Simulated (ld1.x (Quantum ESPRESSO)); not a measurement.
## Varying the TM potential for tellurium

Base potential:

ld1.x (Quantum ESPRESSO) 7.5 input, shortened:

```
&input
   title='Te', zed=52., rel=2, dft='PW91', iswitch=3,
   config='[Kr] 4d10 5s2 5p3', rel_dist='average'
 /
 &inputp
   pseudotype=2, tm=.true., lloc=0,
   nlcc=.true., new_core_ps=.true., rcore=0.85
 /
3
5P  2  1   3.00   0.00  2.35  2.35  0.0
4D  3  2  10.00   0.00  1.35  1.35  0.0
5S  1  0   2.00   0.00  1.90  1.90  0.0
 &test
   configts(1)='4d10 5s2 5p3'
 /
```

Open shells are filled in proportion to 2j + 1 (rel_dist='average').

All-electron outer shells of the reference configuration (PW91, scalar-relativistic, ld1.x):

```tsv
shell	level (eV)	outermost node (bohr)	outermost maximum (bohr)
4p	-123.50	0.38	0.74
4d	-50.73	0.36	0.81
5s	-23.53	0.91	1.77
5p	-13.75	1.00	2.11
```

Cutoffs, loose and tight: the cutoffs (Ry, on a coarse ladder) from which the occupation-weighted sum of valence levels, in a spherical-Bessel basis at the reference potential, stays within 10 and 1 mRy of its value at 400 Ry. They do not see the model core or the augmentation charge, which bear on the density cutoff. Test errors are all-electron minus pseudo excitation energies from the reference, over the configurations 4d10 5s2 5p4; 4d10 5s2 5p2; 4d10 5s2 5p1; 4d10 5s1 5p5; 4d9 5s2 5p4; 4d10 5s2 5p0; 4d10 5s2 5p4.3. A dash means not determined; rows that change the core or the reference have their own tests.

A true bound ghost makes a file unfit for plane-wave use even where its test errors are small: the radial tests pick states by their node count and pass the ghost by.

| change | outcome | cutoff, loose | cutoff, tight | bound ghosts | largest test error (meV) |
| --- | --- | --- | --- | --- | --- |
| base | generated | 100 Ry | 180 Ry | none | -488 |
| all radii but the core radius scaled by about 0.75 (s 1.42, p 1.76, d 1.02 bohr) | generated | 120 Ry | 200 Ry | p1/2 | -328 |
| all radii but the core radius scaled by about 0.84 (s 1.60, p 1.98, d 1.14 bohr) | generated | 110 Ry | 180 Ry | none | -484 |
| all radii but the core radius scaled by about 0.93 (s 1.76, p 2.18, d 1.24 bohr) | generated | 110 Ry | 180 Ry | none | -510 |
| all radii but the core radius scaled by about 1.36 (s 2.58, p 3.18, d 1.84 bohr) | generated | 80 Ry | 140 Ry | none | -104 |

Problem. What comes out with this change to the base: all radii but the core radius scaled by about 1.09 (s 2.08, p 2.56, d 1.48 bohr)?

Solution. outcome: generated; cutoff, loose: 100 Ry; cutoff, tight: 160 Ry; bound ghosts: none; largest test error (meV): -416.

Problem. What comes out with this change to the base: all radii but the core radius scaled by about 1.28 (s 2.42, p 3.00, d 1.72 bohr)?

Solution. outcome: generated; cutoff, loose: 90 Ry; cutoff, tight: 140 Ry; bound ghosts: none; largest test error (meV): -208.

Problem. What comes out with this change to the base: all radii but the core radius scaled by about 1.18 (s 2.24, p 2.76, d 1.58 bohr)?

Solution. outcome: generated; cutoff, loose: 90 Ry; cutoff, tight: 160 Ry; bound ghosts: none; largest test error (meV): -336.

Reading the sweep of the scale of all radii but the core radius (base = 1) (base included, trends over the rows without a ghost): The loose cutoff falls from 110 Ry at 0.84 to 80 Ry at 1.36. A larger radius leaves more room for a smooth pseudo-wave, so fewer plane waves are needed; a smaller one forces it to follow the all-electron wave where it bends sharply. The median size of the test errors (rows with all tests solved) is not monotonic: lowest 1.9 meV at 1.09, highest 10.7 meV at 1.36. Bound ghosts are found at 0.75.
